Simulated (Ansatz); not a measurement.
Start from `O/C=N/[CH2][AlH2]` and change one atom or group to get `C#C/N=C/O`.

Ansatz, PBE0-D4/def2-TZVP geometries, multiplicity 1. Each molecule was computed in one conformer, which needn't be the lowest.

```
                                        property  `O/C=N/[CH2][AlH2]`
            HOMO–LUMO gap (PBE0/def2-TZVPP) / eV                 5.34
           HOMO energy (ωB97M-V/def2-TZVPP) / eV                -8.98
  size of the dipole moment (PBE/def2-TZVPP) / D                 0.63
size of the dipole moment (B3LYP/def2-TZVPP) / D                 0.71
           LUMO energy (ωB97M-V/def2-TZVPP) / eV                 0.13
               HOMO energy (PBE/def2-TZVPP) / eV                -5.60
```

Question: Give the same properties after the change, and the shifts. (Best estimate.)

Answer: Computed: 
```tsv
property	`C#C/N=C/O`	shift
HOMO–LUMO gap (PBE0/def2-TZVPP) / eV	6.22	0.88
HOMO energy (ωB97M-V/def2-TZVPP) / eV	-9.24	-0.26
size of the dipole moment (PBE/def2-TZVPP) / D	1.36	0.73
size of the dipole moment (B3LYP/def2-TZVPP) / D	1.30	0.59
LUMO energy (ωB97M-V/def2-TZVPP) / eV	1.28	1.15
HOMO energy (PBE/def2-TZVPP) / eV	-5.93	-0.33
```

With PBE0 the HOMO falls by 0.32 eV and the LUMO rises by 0.56 eV, so the gap widens by about 0.88 eV. PBE moves the HOMO by -0.33 eV and ωB97M-V by -0.26 eV. Dipoles are sizes alone; their direction can turn.

B3LYP here is the variant with VWN-RPA as its local correlation; programs differ in this.
